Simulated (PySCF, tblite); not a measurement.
Isomers of C8H7N3. Computed values, GFN2-xTB/tblite, gas phase, harmonic and unscaled. Against measured fundamentals such values can be off by several per cent, at times by over 20. One conformer each.

Electronic energies: PBE0/pcSseg-1 single points on the GFN2-xTB geometries (PySCF, gas phase).

```
            SMILES  electronic energy, lowest = 0 (kJ/mol)
c1ccc(-n2ccnn2)cc1                                    38.2
  C=Cc1cccc2cnnn12                                    94.2
c1ccc(-n2cnnc2)cc1                                     0.0
 C#Cc1nn(CC)nc1C#C                                   382.4
```

Q: How do GFN2-xTB zero-point energies change the relative energies?

A: 
```
            SMILES  ZPE (kJ/mol)  of it from modes above 1550 cm⁻¹  electronic (kJ/mol)  with ZPE, lowest = 0 (kJ/mol)  lowest mode (cm⁻¹)  rings
c1ccc(-n2cnnc2)cc1         356.6                             149.8                  0.0                            0.0                  64      2
c1ccc(-n2ccnn2)cc1         355.8                             150.0                 38.2                           37.4                 18i      2
  C=Cc1cccc2cnnn12         353.6                             150.0                 94.2                           91.2                  82      2
 C#Cc1nn(CC)nc1C#C         342.0                             158.2                382.4                          367.7                  20      1
```

The zero-point energies span 14.6 kJ/mol, from `C#Cc1nn(CC)nc1C#C` to `c1ccc(-n2cnnc2)cc1`. Slightly imaginary modes are left out of the zero-point energy: `c1ccc(-n2ccnn2)cc1` 17.5i cm⁻¹. The order is unchanged.

Q: And how do the electronic energies of GFN2-xTB itself compare?

A: `c1ccc(-n2cnnc2)cc1` 0.0; `c1ccc(-n2ccnn2)cc1` 48.5; `C=Cc1cccc2cnnn12` 91.9; `C#Cc1nn(CC)nc1C#C` 350.3 kJ/mol, lowest = 0. Against the energies above, taken from the same isomer `c1ccc(-n2cnnc2)cc1`, the largest difference is 32.1 kJ/mol.
